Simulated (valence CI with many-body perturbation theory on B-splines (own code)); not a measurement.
Values are calculated unless marked as measured or tabulated.
## Hyperfine factors and g values of Gd42+

Level of theory: relativistic CI+MBPT: four valence electrons over a frozen Dirac-Fock core [Ar], radial functions for each j: 9 s, 9 p, 10 d, 8 f, 5 g, 3 h, 1 i, with the one-electron correlation potential Σ1, the two-electron term Σ2, the three-electron term Σ3, Breit, model QED; selected CI, second order for the rest (own B-spline code, finite nucleus).

The last digits are not significant, and no measured levels were compared; by estimate large intervals hold to a few tenths of a per cent, small ones and those within an open d or f shell to about a per cent. Only levels of the ground parity were solved; by the run's estimate the other parity begins above the list, which can be wrong where configurations are misplaced.

A/g_I is the dipole constant over the nuclear g factor μ/I (μ in nuclear magnetons, uniformly magnetised nucleus), B/Q the quadrupole constant per barn. Both hold the static response of the core; the bare values leave it out. Large factors of s and p1/2 electrons are usually good to 5 to 10 %; those of open d and f shells near neutrality can be off by tens of per cent, and small factors of p3/2, d and f electrons come from cancelling terms and can be off by a factor of two or in sign, in half-filled shells by more. B is blank for J = 1/2, where it vanishes, and for nearly pure S terms. Energies count from the lowest level. Levels with J = 0 are left out.

Levels are named by their leading jj configuration (3d3/2^4 stands for four electrons in 3d with j = 3/2), which in mixed levels can hold well under half, so a name can repeat and another be missing. Letters in brackets count levels of one name in rising energy.

```csv
Level,E (cm⁻¹),g,A/g_I (MHz),A/g_I bare,B/Q (MHz/b),B/Q bare
(3d3/2^3 3d5/2) J=1,233410,1.493,-3090,-2070,12100,12200
(3d3/2^3 3d5/2) J=4,315870,1.085,36400,36600,2170,2120
(3d3/2^3 3d5/2) J=2,321170,1.264,22000,22600,25800,26100
(3d3/2^3 3d5/2) J=3,347890,1.170,31400,31800,18800,19000
(3d3/2^2 3d5/2^2) J=2 [a],542800,1.175,15500,16000,22100,22400
(3d3/2^2 3d5/2^2) J=4 [a],545880,1.151,29400,29700,-13600,-13800
(3d3/2^2 3d5/2^2) J=3 [a],560220,1.133,25800,26200,4890,4950
(3d3/2^2 3d5/2^2) J=5,588610,1.079,33600,33800,30300,30800
(3d3/2^2 3d5/2^2) J=6,608630,1.077,35500,35700,36800,37300
(3d3/2^2 3d5/2^2) J=1,612900,1.135,37000,37300,3040,3060
(3d3/2^2 3d5/2^2) J=4 [b],642160,1.028,38300,38400,-11700,-11900
(3d3/2^2 3d5/2^2) J=3 [b],644800,1.098,37100,37300,10000,10200
(3d3/2^2 3d5/2^2) J=2 [b],653130,1.100,33500,33800,11900,12000
(3d3/2^2 3d5/2^2) J=2 [c],734420,0.995,46300,46300,-3100,-3170
(3d3/2^2 3d5/2^2) J=4 [c],763900,1.211,25400,25900,53900,54700
(3d3/2^2 3d5/2^2) J=2 [d],843380,1.199,30000,30400,-13100,-13300
(3d3/2 3d5/2^3) J=4 [a],852970,1.125,25900,26200,-22100,-22500
(3d3/2 3d5/2^3) J=3 [a],855010,1.155,21000,21400,1790,1840
(3d3/2 3d5/2^3) J=1 [a],888830,0.916,35600,35500,15600,15800
(3d3/2 3d5/2^3) J=5,891210,1.139,29100,29400,-20200,-20500
(3d3/2 3d5/2^3) J=6,898110,1.074,33300,33500,41400,42000
(3d3/2 3d5/2^3) J=2 [a],949310,1.050,37200,37400,29500,29900
(3d3/2 3d5/2^3) J=3 [b],962390,1.089,32300,32500,11900,12100
(3d3/2 3d5/2^3) J=3 [c],1058500,1.057,36000,36200,47100,47700
(3d3/2 3d5/2^3) J=1 [b],1062600,1.426,7420,8290,-22400,-22700
(3d3/2 3d5/2^3) J=4 [b],1067400,1.040,36400,36500,41400,42100
(3d3/2 3d5/2^3) J=2 [b],1094700,1.102,33100,33300,-49700,-50400
(3d5/2^4) J=4,1199700,1.154,24700,25100,-40700,-41200
(3d5/2^4) J=2,1281100,1.052,27100,27300,18800,19100
```

Question: Take the isotope of mass number 155, with I = 3/2, μ = -0.2591 μN and Q = 1.27 b. What is the hyperfine structure of (3d3/2^2 3d5/2^2) J=3 [a]?

Answer: From the table A = -4460 MHz, B = 6210 MHz. Shifts from the centre of gravity in MHz: F = 3/2: 30500, F = 5/2: 14700, F = 7/2: -3100, F = 9/2: -18500.
